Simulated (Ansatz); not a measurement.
`COB(F)OC` + `[OH][Al]([F])[SH]` → `C[O][Al]([F])[SH]` + `COB(O)F`  (substitution at a C–O bond)

Program: Ansatz. Geometries: PBE0-D4/def2-TZVP. ΔE: electronic, gas phase. CCSD(T)/CBS is the MP2 limit (def2-TZVPP, def2-QZVPP) plus CCSD(T) − MP2 in def2-TZVPP, frozen cores. This one scheme is used for every species. DFT in def2-TZVPP. B3LYP here is the variant with VWN-RPA as its local correlation; programs differ in this. Each species was taken in one conformer, which may not be the lowest.

```csv
level,ΔE (kcal/mol),difference from CCSD(T)/CBS
PBE-D4,0.7,-0.5
r2SCAN-D4,0.9,-0.3
ωB97X-V,0.8,-0.4
ωB97M-V,0.9,-0.3
B3LYP,0.3,-0.9
SCS-MP2/def2-TZVPP,0.8,-0.4
CCSD/def2-TZVPP,0.8,-0.4
SCS-MP2/def2-QZVPP,0.9,-0.3
HF/CBS(def2),0.0,-1.2
MP2/CBS(def2),1.2,0.0
CCSD(T)/CBS,1.2,0
```

Largest T1 diagnostic among the species: 0.012.

In def2-TZVPP, CCSD(T) changes the Hartree–Fock value by +1.0 kcal/mol (the triples alone add +0.2 kcal/mol) and MP2 by +0.9 kcal/mol.
